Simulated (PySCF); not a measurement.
PySCF input file for Ga(OH)(SiH3)2 (GaH7OSi2), SMILES [OH][Ga]([SiH3])[SiH3], TPSSh-D3(BJ)/def2-SVP. 

```python
import numpy as np
from pyscf import gto, scf, dft
from pyscf.geomopt import geometric_solver

mol = gto.M(
    atom='''
    Ga   -0.08598599   -0.07732914    0.00427190
    O    -1.40170022   -1.20792551    0.11926477
    H    -2.10328161   -1.84548934    0.19532954
    Si   -0.87409679    1.78905040   -1.35638145
    H     0.15399393    2.81559692   -1.63101761
    H    -1.99705115    2.49965683   -0.70702637
    H    -1.36493262    1.33745351   -2.67587125
    Si    1.77430697   -1.00646878    1.28324980
    H     2.96300520   -0.13138081    1.35854483
    H     2.24466422   -2.28870173    0.71610367
    H     1.37982710   -1.28267059    2.68123342
    ''',
    basis='def2-SVP',
    charge=0,
    spin=0,
    max_memory=1600,
    verbose=3,
)
mf = dft.RKS(mol, xc='tpssh').density_fit(auxbasis='def2-universal-jkfit')
mf.disp = 'd3bj'
mf.grids.level = 4
mf.conv_tol = 1e-9
mf.max_cycle = 100
mf.kernel()
grad = mf.nuc_grad_method()
grad.grid_response = mol.nao <= 150
conv, mol_eq = geometric_solver.kernel(grad, convergence_set='GAU_TIGHT', maxsteps=100)
print(mol_eq.tostring(format='xyz'))
mf.reset(mol_eq)
mf.kernel()
```

Log of the run:

```
converged SCF energy = -2582.83003054475
[banner and settings of the optimiser left out]
Geometry optimization cycle 1
Cartesian coordinates (Angstrom)
 Atom        New coordinates             dX        dY        dZ
  Ga  -0.085986  -0.077329   0.004272    0.000000  0.000000  0.000000
   O  -1.401700  -1.207926   0.119265    0.000000  0.000000  0.000000
   H  -2.103282  -1.845489   0.195330    0.000000  0.000000 -0.000000
  Si  -0.874097   1.789050  -1.356381    0.000000  0.000000  0.000000
   H   0.153994   2.815597  -1.631018    0.000000  0.000000  0.000000
   H  -1.997051   2.499657  -0.707026    0.000000  0.000000  0.000000
   H  -1.364933   1.337454  -2.675871    0.000000 -0.000000  0.000000
  Si   1.774307  -1.006469   1.283250    0.000000  0.000000  0.000000
   H   2.963005  -0.131381   1.358545    0.000000  0.000000  0.000000
   H   2.244664  -2.288702   0.716104   -0.000000  0.000000 -0.000000
   H   1.379827  -1.282671   2.681233    0.000000  0.000000  0.000000

WARN: Mole.unit (angstrom) is changed to Bohr

converged SCF energy = -2582.83003054458
--------------- DFRKS_Scanner gradients ---------------
         x                y                z
0 Ga    -0.0084472899    -0.0067675933     0.0004030419
1 O     0.0097847277     0.0069156388    -0.0000456958
2 H     0.0029365572     0.0034845708    -0.0007298616
3 Si    -0.0056852154    -0.0000110057    -0.0021268086
4 H    -0.0049160586    -0.0029934692     0.0001280249
5 H     0.0040535101    -0.0002916345    -0.0043724310
6 H     0.0014764603     0.0046107265     0.0036832888
7 Si    -0.0003551546    -0.0053840659     0.0026565443
8 H    -0.0038543044    -0.0044757012     0.0006923099
9 H     0.0007154119     0.0045205539     0.0039711564
10 H     0.0042913557     0.0003919798    -0.0042595693
----------------------------------------------
cycle 1: E = -2582.83003054  dE = -2582.83  norm(grad) = 0.0238702
Step    0 : Gradient = 7.197e-03/1.198e-02 (rms/max) Energy = -2582.8300305446
[...]
Cartesian coordinates (Angstrom)
 Atom        New coordinates             dX        dY        dZ
  Ga  -0.379091  -0.186854  -0.003602   -0.001028  0.001596  0.000333
   O  -1.914271  -1.131605   0.049390   -0.005097  0.008282  0.004061
   H  -1.877992  -1.949812   0.567601   -0.007560  0.008322  0.004325
  Si  -0.631488   1.813578  -1.328144    0.005090  0.002855  0.001121
   H   0.339745   1.804372  -2.462345    0.005528  0.000897  0.001521
   H  -0.332674   3.019610  -0.499926    0.008296  0.001316  0.002218
   H  -2.006665   1.949258  -1.883450    0.005584  0.007168  0.000926
  Si   1.548427  -1.045218   1.192341   -0.002385 -0.006309 -0.003113
   H   2.004563  -0.061607   2.218376    0.003771 -0.007489 -0.004698
   H   2.683825  -1.276014   0.251106   -0.005201 -0.012183 -0.005082
   H   1.254371  -2.333917   1.886356   -0.006997 -0.004455 -0.001613
converged SCF energy = -2582.84641999654
--------------- DFRKS_Scanner gradients ---------------
         x                y                z
0 Ga    -0.0000018490    -0.0000019802     0.0000027805
1 O     0.0000017785     0.0000020163    -0.0000025465
2 H     0.0000017094     0.0000010398     0.0000002775
3 Si    -0.0000008337    -0.0000022675     0.0000029967
4 H    -0.0000021938     0.0000005029    -0.0000006352
5 H    -0.0000008251     0.0000002712    -0.0000016851
6 H     0.0000022864     0.0000015439    -0.0000015049
7 Si    -0.0000038592     0.0000003240    -0.0000004459
8 H     0.0000022090    -0.0000014783    -0.0000002217
9 H     0.0000003479     0.0000012018    -0.0000003676
10 H     0.0000012295    -0.0000011739     0.0000013522
----------------------------------------------
cycle 65: E = -2582.84642  dE = -4.64497e-08  norm(grad) = 9.76478e-06
Step   64 : Displace = 1.976e-03/3.526e-03 (rms/max) Trust = 3.000e-01 (=) Grad = 2.944e-06/3.898e-06 (rms/max) E (change) = -2582.8464199965 (-4.645e-08) Quality = 1.080
Hessian Eigenvalues: 5.53364e-05 7.35461e-05 1.09090e-04 ... 2.55794e-01 3.53552e-01 6.70929e-01

Geometry optimization cycle 66
Cartesian coordinates (Angstrom)
 Atom        New coordinates             dX        dY        dZ
  Ga  -0.379107  -0.186872  -0.004136   -0.000016 -0.000019 -0.000534
   O  -1.914558  -1.131257   0.047755   -0.000286  0.000348 -0.001635
   H  -1.878755  -1.949686   0.565650   -0.000763  0.000126 -0.001951
  Si  -0.630351   1.814289  -1.327787    0.001137  0.000711  0.000357
   H   0.342722   1.806428  -2.460417    0.002978  0.002056  0.001928
   H  -0.333464   3.019826  -0.498147   -0.000789  0.000216  0.001780
   H  -2.004728   1.949698  -1.885148    0.001937  0.000440 -0.001697
  Si   1.547547  -1.046060   1.192611   -0.000879 -0.000842  0.000270
   H   2.003236  -0.062818   2.219200   -0.001326 -0.001211  0.000824
   H   2.683474  -1.276886   0.252027   -0.000350 -0.000872  0.000921
   H   1.252731  -2.334869   1.886092   -0.001640 -0.000952 -0.000263
converged SCF energy = -2582.8464199992
--------------- DFRKS_Scanner gradients ---------------
         x                y                z
0 Ga    -0.0000014981    -0.0000011570     0.0000002203
1 O     0.0000007493     0.0000009469     0.0000001730
2 H     0.0000004661     0.0000006657    -0.0000007051
3 Si    -0.0000001632    -0.0000014522     0.0000017233
4 H    -0.0000001733     0.0000003178    -0.0000007418
5 H    -0.0000001912     0.0000001422    -0.0000000587
6 H     0.0000001353     0.0000005894    -0.0000005529
7 Si    -0.0000003097     0.0000006161    -0.0000001216
8 H     0.0000003701    -0.0000004450    -0.0000000382
9 H     0.0000004637     0.0000000367    -0.0000001787
10 H     0.0000001509    -0.0000002607     0.0000002804
----------------------------------------------
cycle 66: E = -2582.84642  dE = -2.65482e-09  norm(grad) = 3.74693e-06
Step   65 : Displace = 8.590e-04/1.511e-03 (rms/max) Trust = 3.000e-01 (=) Grad = 1.130e-06/2.259e-06 (rms/max) E (change) = -2582.8464199992 (-2.655e-09) Quality = 1.035
Hessian Eigenvalues: 5.36855e-05 7.63302e-05 1.08496e-04 ... 2.50547e-01 3.51189e-01 6.70558e-01

Geometry optimization cycle 67
Cartesian coordinates (Angstrom)
 Atom        New coordinates             dX        dY        dZ
  Ga  -0.378961  -0.187136  -0.004234    0.000146 -0.000263 -0.000098
   O  -1.913901  -1.132365   0.047486    0.000657 -0.001108 -0.000269
   H  -1.877739  -1.950736   0.565449    0.001016 -0.001050 -0.000201
  Si  -0.631088   1.813814  -1.328042   -0.000737 -0.000475 -0.000255
   H   0.342449   1.806633  -2.460275   -0.000273  0.000205  0.000142
   H  -0.335388   3.019563  -0.498282   -0.001925 -0.000263 -0.000136
   H  -2.005343   1.948239  -1.885943   -0.000616 -0.001459 -0.000795
  Si   1.547949  -1.045155   1.192938    0.000402  0.000905  0.000327
   H   2.002889  -0.061558   2.219522   -0.000348  0.001260  0.000321
   H   2.684185  -1.275451   0.252599    0.000710  0.001434  0.000573
   H   1.253699  -2.334056   1.886484    0.000968  0.000813  0.000392
converged SCF energy = -2582.84641999961
--------------- DFRKS_Scanner gradients ---------------
         x                y                z
0 Ga     0.0000007486     0.0000005432    -0.0000003181
1 O    -0.0000008736     0.0000006174     0.0000000354
2 H     0.0000000552    -0.0000011180     0.0000001509
3 Si     0.0000002317    -0.0000002450     0.0000000928
4 H    -0.0000002210     0.0000000167     0.0000000213
5 H    -0.0000000551    -0.0000000120     0.0000003496
6 H    -0.0000002459     0.0000002073    -0.0000001814
7 Si     0.0000005359    -0.0000001001    -0.0000000808
8 H    -0.0000000811     0.0000000144     0.0000000025
9 H    -0.0000000732    -0.0000000865     0.0000001039
10 H    -0.0000000214     0.0000001626    -0.0000001761
----------------------------------------------
cycle 67: E = -2582.84642  dE = -4.13365e-10  norm(grad) = 2.05028e-06
Step   66 : Displace = 1.819e-04/3.185e-04 (rms/max) Trust = 3.000e-01 (=) Grad = 6.182e-07/1.129e-06 (rms/max) E (change) = -2582.8464199996 (-4.134e-10) Quality = 1.110
Hessian Eigenvalues: 5.12548e-05 8.63200e-05 1.08385e-04 ... 2.48422e-01 3.54687e-01 6.75599e-01

Geometry optimization cycle 68
Cartesian coordinates (Angstrom)
 Atom        New coordinates             dX        dY        dZ
  Ga  -0.378977  -0.187111  -0.004253   -0.000016  0.000025 -0.000018
   O  -1.913961  -1.132271   0.047368   -0.000061  0.000094 -0.000118
   H  -1.877864  -1.950655   0.565313   -0.000124  0.000081 -0.000136
  Si  -0.630953   1.813903  -1.327994    0.000136  0.000089  0.000048
   H   0.342710   1.806771  -2.460120    0.000260  0.000139  0.000155
   H  -0.335342   3.019616  -0.498150    0.000046  0.000053  0.000132
   H  -2.005147   1.948353  -1.886036    0.000196  0.000114 -0.000093
  Si   1.547850  -1.045279   1.192944   -0.000099 -0.000124  0.000006
   H   2.002802  -0.061759   2.219596   -0.000086 -0.000201  0.000074
   H   2.684104  -1.275568   0.252625   -0.000081 -0.000117  0.000026
   H   1.253527  -2.334208   1.886409   -0.000172 -0.000152 -0.000075
converged SCF energy = -2582.8464199994
--------------- DFRKS_Scanner gradients ---------------
         x                y                z
0 Ga    -0.0000016167    -0.0000024071     0.0000007077
1 O     0.0000020398    -0.0000014122     0.0000019149
2 H     0.0000000828     0.0000024062    -0.0000016954
3 Si     0.0000003425    -0.0000005629     0.0000007028
4 H     0.0000004427     0.0000001826    -0.0000007143
5 H     0.0000000540     0.0000007738     0.0000004429
6 H    -0.0000010333     0.0000003103    -0.0000004774
7 Si    -0.0000008428     0.0000002595    -0.0000003780
8 H     0.0000001236    -0.0000000903    -0.0000000030
9 H     0.0000002638    -0.0000000986    -0.0000000341
10 H     0.0000001436     0.0000006389    -0.0000004660
----------------------------------------------
cycle 68: E = -2582.84642  dE = 2.14186e-10  norm(grad) = 5.7384e-06
Step   67 : Displace = 6.028e-05/1.063e-04 (rms/max) Trust = 3.000e-01 (=) Grad = 1.730e-06/3.134e-06 (rms/max) E (change) = -2582.8464199994 (+2.142e-10) Quality = -7.091
Not rejecting step - energy change meets convergence criteria
Eigenvalues below 1.0000e-05 (-1.4128e-02) - returning guess
Hessian Eigenvalues: 2.30000e-02 2.30000e-02 2.41287e-02 ... 2.49996e-01 2.58523e-01 5.35433e-01

Geometry optimization cycle 69
Cartesian coordinates (Angstrom)
 Atom        New coordinates             dX        dY        dZ
  Ga  -0.378972  -0.187105  -0.004253    0.000005  0.000006 -0.000001
   O  -1.913968  -1.132256   0.047357   -0.000007  0.000015 -0.000011
   H  -1.877882  -1.950644   0.565302   -0.000018  0.000012 -0.000010
  Si  -0.630947   1.813903  -1.327998    0.000006 -0.000000 -0.000004
   H   0.342714   1.806766  -2.460122    0.000005 -0.000005 -0.000001
   H  -0.335336   3.019614  -0.498157    0.000006 -0.000002 -0.000007
   H  -2.005139   1.948348  -1.886038    0.000008 -0.000005 -0.000002
  Si   1.547850  -1.045284   1.192953    0.000000 -0.000005  0.000009
   H   2.002803  -0.061763   2.219603    0.000000 -0.000003  0.000007
   H   2.684104  -1.275576   0.252635    0.000000 -0.000008  0.000010
   H   1.253522  -2.334213   1.886420   -0.000004 -0.000005  0.000011
converged SCF energy = -2582.84641999966
--------------- DFRKS_Scanner gradients ---------------
         x                y                z
0 Ga     0.0000010663     0.0000017993    -0.0000008093
1 O    -0.0000015763     0.0000013391    -0.0000010805
2 H    -0.0000001225    -0.0000023469     0.0000011006
3 Si    -0.0000003720     0.0000004079    -0.0000004050
4 H    -0.0000006590    -0.0000000492     0.0000008013
5 H    -0.0000002030    -0.0000007039    -0.0000002692
6 H     0.0000009838    -0.0000000468     0.0000004616
7 Si     0.0000010194     0.0000002131    -0.0000001209
8 H     0.0000000320     0.0000001625     0.0000000391
9 H    -0.0000000468     0.0000000463    -0.0000000772
10 H    -0.0000001220    -0.0000008214     0.0000003595
----------------------------------------------
cycle 69: E = -2582.84642  dE = -2.60115e-10  norm(grad) = 4.74409e-06
Step   68 : Displace = 8.640e-06/1.543e-05 (rms/max) Trust = 3.014e-05 (-) Grad = 1.430e-06/2.595e-06 (rms/max) E (change) = -2582.8464199997 (-2.601e-10) Quality = 4.621
Hessian Eigenvalues: 2.30000e-02 2.30000e-02 2.41287e-02 ... 2.49996e-01 2.58523e-01 5.35433e-01
Converged! =D

11
XYZ from PySCF
Ga         -0.37897216       -0.18710516       -0.00425347
O          -1.91396830       -1.13225583        0.04735699
H          -1.87788172       -1.95064384        0.56530237
Si         -0.63094693        1.81390293       -1.32799773
H           0.34271421        1.80676644       -2.46012173
H          -0.33533643        3.01961434       -0.49815729
H          -2.00513893        1.94834819       -1.88603793
Si          1.54785019       -1.04528366        1.19295277
H           2.00280290       -0.06176260        2.21960297
H           2.68410401       -1.27557591        0.25263468
H           1.25352223       -2.33421316        1.88641961
converged SCF energy = -2582.84641999961
```

Self-consistency was reached.

Cost: roughly 30 core-minutes.
